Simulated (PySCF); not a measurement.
Low-lying terms of Xe⁶⁺ (xenon, charge +6)

Ground state [Kr] 4d10 5s2, ¹S. All numbers are calculated (PySCF 2.14, scalar relativity through the core potential, in aug-cc-pVDZ-PP with two added diffuse shells each of s, p, d type with ECP28MDF (7s6p5d, 50 functions)). Vertical excitation energies in eV without spin-orbit coupling; excited terms of each kind are numbered among those the solver found. Frozen: 4s2 4p6.

| term | leading excitation | EOM-EE-CCSD |
| --- | --- | --- |
| 1 3P° | 5s → p | 12.741 |
| 1 1P° | 5s → p | 18.283 |
| 1 3D | 5s → d | 35.963 |
| 1 1D | 5s → d | 39.461 |
| 1 3S | 5s → s | 43.231 |
| 1 1S | 5s → s | 44.129 |
| 2 3P° | 5s → p | 49.502 |
| 2 1P° | 5s → p | 49.906 |
| 2 3D | 5s → d | 58.565 |
| 2 1D | 5s → d | 58.860 |

Only the lower part of the computed list is shown. Doubly excited terms such as np² are absent. The solver can miss terms.
